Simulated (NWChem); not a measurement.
System: SiICl$_{3}$; SMILES Cl[Si](Cl)(Cl)I

All runs: NWChem. All runs use the structure optimised with PBE0/def2-SVP. def2 effective core potentials on I; no spin-orbit coupling. Level SCAN/def2-SVP: energy and gradient on several grids; changes count from the extra-fine grid, which is no exact limit either.

**Question.** Which is the coarsest grid (fine; xfine; medium; xcoarse; coarse) from which on the energy stays within 500 μHa and each gradient component within 500 μHa/bohr of xfine?

**Answer.** fine.
```json
[
 {"grid": "xcoarse", "size of the energy change (μHa)": "20000", "largest change of a gradient component (μHa/bohr)": "900"},
 {"grid": "coarse", "size of the energy change (μHa)": "10000", "largest change of a gradient component (μHa/bohr)": "300"},
 {"grid": "medium", "size of the energy change (μHa)": "4000", "largest change of a gradient component (μHa/bohr)": "100"},
 {"grid": "fine", "size of the energy change (μHa)": "20", "largest change of a gradient component (μHa/bohr)": "40"},
 {"grid": "xfine", "size of the energy change (μHa)": "< 10", "largest change of a gradient component (μHa/bohr)": "< 30"}
]
```
